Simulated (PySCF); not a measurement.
Ligands exchanged one at a time, Al NH2-SiH3. Gas-phase values, no solvent. Strings in code marks are SMILES.

Level of theory: PBE-D3(BJ)/def2-TZVP // B3LYP-D3(BJ)/def2-TZVP in PySCF 2.14.0. All candidates: neutral, multiplicity 1. Excitations are Tamm–Dancoff values on a coarser integration grid. The basis has no diffuse functions, so Rydberg states are missing or too high.

```yaml
S1 excitation (TDA): 4.14 eV
HOMO–LUMO gap: 3.90 eV
dipole_moment: 1.79 D
```

Task: Name which member has these values.
A. `[NH2][Al]([NH2])[SiH3]`
B. `[SiH3][Al]([SiH3])[SiH3]`
C. `[NH2][Al]([SiH3])[SiH3]`
D. `[NH2][Al]([NH2])[NH2]`

Result: C, `[NH2][Al]([SiH3])[SiH3]`. The others give `[SiH3][Al]([SiH3])[SiH3]`: 3.13 eV, 2.95 eV, 0.10 D; `[NH2][Al]([NH2])[SiH3]`: 5.05 eV, 4.51 eV, 1.82 D; `[NH2][Al]([NH2])[NH2]`: 4.87 eV, 4.78 eV, 0.00 D
